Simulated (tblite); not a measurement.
Compound: CH₄NOSi (doublet state).
Geometry (GFN2-xTB, Å), atoms numbered from 1 in this order:
```
atom  x, y, z in Å
N1     1.7859    0.8424    0.7764
C2     1.4800   -0.0935    0.0497
O3     0.3131   -0.5451   -0.3875
Si4   -1.1961    0.0479   -0.0674
H5     2.3078   -0.7183   -0.3501
H6    -1.2932    1.4201   -0.5529
H7    -1.4536   -0.0191    1.3672
H8    -1.9348   -0.9251   -0.8599
```

Computed values, GFN2-xTB/tblite, gas phase, harmonic and unscaled. This tight-binding method is rough: wavenumbers can miss measured ones by several per cent, in bad cases by 10 to 20. Modes of hydrogen on silicon can be 10 to 20 % off. One conformer, not necessarily the lowest. Open shells enter through the occupations alone, without spin polarisation, and single modes of such species can be off by tens of per cent.

Harmonic wavenumbers (cm⁻¹): 92.3, 134.8, 200.6, 517.8, 588.5, 637.1, 717.3, 735.7, 785.2, 805.2, 808.5, 1115.4, 1205.5, 1782.9, 2297.0, 2314.1, 2331.0, 2671.8.

A = 18965, B = 3831, C = 3309 MHz; mass 74.006 u (most abundant isotopes); point group Cs, symmetry number 1; spin multiplicity 2.

Task: Zero-point energy?

Result: ½Σν̃ = 9870 cm⁻¹ = 118.08 kJ/mol.

Task: Give the ideal-gas entropy at 200 K and 1 bar in the rigid-rotor, harmonic-oscillator model (classical rotation).

Result: Translation 154.24, rotation 98.39, vibration 29.93, spin (R ln 2) 5.76: S = 288.3 J/(mol K).

Task: And Cp and H(200 K) − H(0)?

Result: Cp = 68.34 J/(mol K), of which vibrations give 35.08 (their classical limit is 18 R = 149.7); H(200 K) − H(0) = 10.08 kJ/mol without the zero-point energy, 3.43 from vibrations.

Task: Which modes carry the vibrational entropy at 200 K?

Result: 92.3 cm⁻¹: 11.87; 134.8 cm⁻¹: 8.89; 200.6 cm⁻¹: 5.95; 517.8 cm⁻¹: 0.97; 588.5 cm⁻¹: 0.64; 637.1 cm⁻¹: 0.48 J/(mol K); the other 12 give 1.14 together.

Task: Blend soft modes into free rotors: weight 1/[1 + (100 cm⁻¹/ν̃)⁴] for the oscillator and the rest for a rotor with moment μB/(μ + B), μ = h/(8π²ν), B = 10⁻⁴⁴ kg m². What vibrational entropy results?

Result: 29.33 J/(mol K) in place of 29.93, which changes −T·S at 200 K by +0.12 kJ/mol.

Hindered rotation and anharmonicity are outside this model. Other conformers, if any are populated, would add a mixing term that is left out.
